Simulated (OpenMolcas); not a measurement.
# Te+: effect of the basis set

- Program: OpenMolcas
- Method: CASSCF
- Active space: 5 electrons in 4 orbitals (5s 5p)
- State averaging: 2S+1 = 4 odd, 1 root; 2S+1 = 2 odd, 8 roots; 2S+1 = 4 even, 3 roots; 2S+1 = 2 even, 9 roots
- Spin-orbit coupling: RASSI with atomic mean-field integrals over the reference wave functions, term energies averaged over their components

A. ANO-RCC-VDZP [6s5p3d1f], DKH2, point nucleus; cost about 14 core-seconds
B. ANO-R1 [6s5p3d1f], X2C, finite nucleus; cost roughly 9 core-seconds
C. ANO-RCC-VTZP [7s6p4d2f1g], DKH2, point nucleus; cost of the order of 10 core-seconds
D. ANO-R2 [7s6p4d2f1g], X2C, finite nucleus; cost roughly 12 core-seconds
E. ANO-RCC-VQZP [8s7p5d3f2g], DKH2, point nucleus; cost of the order of 17 core-seconds
F. ANO-R3 [8s7p5d4f3g2h], X2C, finite nucleus; cost of the order of 30 core-seconds

Energies in cm-1 above 5s2 5p3 4S* 3/2, the measured ground level; measured values from NIST Handbook of Basic Atomic Spectroscopic Data.

```csv
Level,A,B,C,D,E,F,Measured
5s2 5p3 4S* 3/2,0.0,0.0,0.0,0.0,0.0,0.0,0.0
5s2 5p3 2D* 3/2,13715,13893,14049,14057,14029,14067,10222
5s2 5p3 2D* 5/2,16123,16167,16275,16284,16271,16313,12422
5s2 5p3 2P* 1/2,22404,22517,22687,22684,22672,22720,20547
5s2 5p3 2P* 3/2,25636,25535,25606,25601,25613,25670,24032
5s 5p4 4P 5/2,74894,75060,75025,75143,74968,75112,71193
5s 5p4 4P 3/2,78878,78899,78762,78867,78702,78860,74893
5s 5p4 4P 1/2,80617,80601,80427,80527,80363,80529,
5s 5p4 2D 3/2,106356,106634,106543,106747,106542,106747,
5s 5p4 2D 5/2,106901,107138,107037,107239,107038,107243,
5s 5p4 2S 1/2,121365,121805,121739,121934,121726,121941,
5s 5p4 2P 3/2,132767,133241,132880,133167,132922,133162,
5s 5p4 2P 1/2,137704,137981,137578,137862,137643,137885,
```

Deviations, from unrounded energies. A percentage is the sum of absolute deviations over the sum of measured energies, with the sign that they share, or ± where signs differ.

```
                        Against measurement  Levels      A      B      C      D      E      F
             mean absolute deviation (cm-1)       6   3100   3100   3200   3200   3200   3200
other terms of the ground configuration (%)       4  +15.8  +16.2  +16.9  +17.0  +16.9  +17.2
                   other configurations (%)       2   +5.3   +5.4   +5.3   +5.4   +5.2   +5.4
```

A, B, C, E lie about equally close to measurement and F furthest from it. The largest miss of A in the table is 5s 5p4 4P 3/2, by +4000 cm-1. The ranking rests on the paired levels alone, and a cruder setting can come out closer through cancelling errors.

Among A to F the level of the table that moves most is 5s 5p4 2S 1/2, by 580 cm-1 (lowest in A, highest in F).

Terms of s pⁿ other than that of highest spin mix with s² pⁿ⁻² d, which this space lacks; all of them can be thousands of cm-1 off, and some have no real level of that name. Measured partners are found by configuration, term and J. A level has none where our copy of the source lacks it or the pairing is in doubt (some pairs that miss far off the trend of their configuration count as doubtful), and it then counts in no deviation. Levels of configurations outside the active space are missing.

* marks odd parity.
